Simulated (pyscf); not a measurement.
Single points on ωB97X-D3(BJ)/def2-SVP structures (PySCF, gas phase). MP2 and CC: frozen core, UHF for open shells. ΔMP2 is the change of the MP2 total energy from the triple- to the quadruple-zeta basis.

Q: What is the homolytic dissociation enthalpy (298 K, CCSD(T)/def2-TZVPP + ΔMP2(QZVPP)) of the O–Zn bond of Li–O–Zn–CH₃ (SMILES [Li][O][Zn][CH3]), to Li–O• + [H₃C–Zn]•?

A: O–Zn to Li–O• + [H₃C–Zn]•: 452.4 kJ/mol. The radicals are drawn with the spin at the cut bond; how far it spreads was not checked. Other isomers of [H₃C–Zn]• were not searched in full and may lie lower. The CCSD(T) − MP2 part came from Ansatz, without density fitting, on the same reference. The frozen core leaves the outer d or s,p core shells of the metals and heavy elements correlated in the MP2 and CC values, and def2-TZVPP describes them poorly, which can shift differences by a few kcal/mol. The term symbol of open-shell Li–O• was not checked; spin-orbit terms are left out. Elements up to Kr have no core potential and no relativistic terms here.
